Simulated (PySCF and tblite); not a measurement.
C7H9FO, numbered as in [CH3:1][C@@H:2]1[CH2:3][CH:4]=[C:5]([F:6])[C:7](=[O:8])[CH2:9]1. Conformers came from 60 starts (ETKDG and KDG, MMFF94s, GFN2-xTB); geometries are GFN2-xTB. Free energies are PBE0-D3(BJ)/pcSseg-1 single points with GFN2-xTB rigid-rotor and vibrational terms (modes under about 100 cm⁻¹ blended into free rotors). Symmetry numbers and mirror images are counted. Conformers within 2 kcal/mol (GFN2-xTB free energy) were kept, 5 at most. GIAO shieldings: PBE0/pcSseg-1. Couplings: B3LYP/6-31G* with pcJ-1 on H, F (gas phase; spin-dipole term only for pairs with B, N, F, Si or P). H–H couplings come out 0.1 to 0.9 Hz lower than with pcJ-1 on all atoms. Shifts are against TMS (¹H), TMS (¹³C), CFCl3 (¹⁹F) at the same level; of two unlike H on one atom, a is the less shielded. (PySCF 2.14, tblite 0.8.)

The 6-ring runs over atoms 2–3–4–5–7–9.

Two conformers hold nearly all the population. I: 6-ring envelope (ring torsions 22, 2, 5, -36, 59, -51°); δ(H3a) = 2.28 ppm. II: 6-ring envelope (ring torsions -21, -1, -6, 36, -58, 49°); δ(H3a) = 2.93 ppm. The average over the ensemble at 298.15 K is 2.40 ppm.

Q: What populations and free-energy difference follow from a two-state model?

A: p(I) = (2.40 − 2.93)/(2.28 − 2.93) = 0.82, so K = p(II)/p(I) = 0.23 and G(II) − G(I) = −RT ln K = 0.88 kcal/mol. The weights computed directly are 80.9 % and 19.1 %.


Conformer gaps in pcSseg-1 on xTB geometries can be 2 kcal/mol off for S=O, P=O and other polar bonds.